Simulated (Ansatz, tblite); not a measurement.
Cost and result up the ladder for `c1coc(-c2ccc(-c3ccc(-c4ccc(-c5ccc(-c6ccco6)o5)o4)o3)o2)c1` (44 atoms). The state is a singlet with charge 0. Geometry: r2SCAN-D4/def2-SVP.

```xyz
44

C     8.9146   -1.6195    2.9719
C     8.7811   -1.0251    4.1982
O     7.5225   -0.5379    4.3538
C     6.8340   -0.8220    3.2129
C     5.4701   -0.3952    3.1566
C     4.6515    0.2752    4.0451
C     3.3906    0.4065    3.4068
C     3.5176   -0.1927    2.1672
C     2.6192   -0.3849    1.0766
C     2.7552   -0.9860   -0.1619
C     1.4992   -0.8609   -0.8073
C     0.6720   -0.1894    0.0753
C    -0.6887    0.2292    0.0026
C    -1.5240    0.9003    0.8778
C    -2.7764    1.0209    0.2234
C    -2.6301    0.4166   -1.0122
C    -3.5164    0.2160   -2.1113
C    -3.3681   -0.3897   -3.3460
C    -4.6201   -0.2680   -4.0003
C    -5.4569    0.4036   -3.1269
C    -6.8261    0.8175   -3.2187
C    -7.7782    0.6879   -4.2116
C    -8.9603    1.3064   -3.7090
C    -8.6493    1.7663   -2.4567
O    -7.3600    1.4740   -2.1519
O    -4.7841    0.6971   -1.9788
O    -1.3610   -0.0655   -1.1479
O     1.3523    0.1005    1.2220
O     4.7829   -0.6805    2.0142
C     7.6497   -1.4914    2.3240
H     9.8123   -2.0935    2.5785
H     9.4535   -0.8709    5.0384
H     4.9407    0.6238    5.0343
H     2.4903    0.8789    3.7941
H     3.6595   -1.4562   -0.5423
H     1.2169   -1.2128   -1.7973
H    -1.2506    1.2557    1.8690
H    -3.6852    1.4895    0.5953
H    -2.4607   -0.8596   -3.7191
H    -4.8844   -0.6274   -4.9931
H    -7.6407    0.2077   -5.1787
H    -9.9211    1.3992   -4.2127
H    -9.2069    2.2970   -1.6888
H     7.3635   -1.8408    1.3343
```

Ansatz on 2 threads of AMD EPYC 7R13 on a shared host and a share (18 GiB) of an NVIDIA H100 80GB HBM3; xTB runs through tblite on one thread. Times are rough, summed over both states, and most runs start from the orbitals of an earlier one. PBE0-D4/def2-TZVP serves as the yardstick here, not as an exact answer. The other state is a triplet.

The xTB rows come from tblite. Single mean-field runs in def2-TZVP are fitted with def2-universal-jkfit.

xTB has no spin-polarisation term.

| level | functions | wall time |
| --- | --- | --- |
| GFN2-xTB | 134 | 0.17 s |
| GFN1-xTB | 148 | 0.19 s |
| PBE-D4/def2-TZVP (with forces) | 1014 | 17 s |
| PBE0-D4/def2-TZVP (with forces) | 1014 | 32 s |

Problem. Estimate what each level gives for the vertical triplet (eV).

Solution. 
```csv
level,vertical triplet (eV),difference from PBE0-D4/def2-TZVP (eV)
GFN2-xTB,1.99,0.07
GFN1-xTB,1.94,0.02
PBE-D4/def2-TZVP (with forces),1.68,-0.24
PBE0-D4/def2-TZVP (with forces),1.92,0.00
```
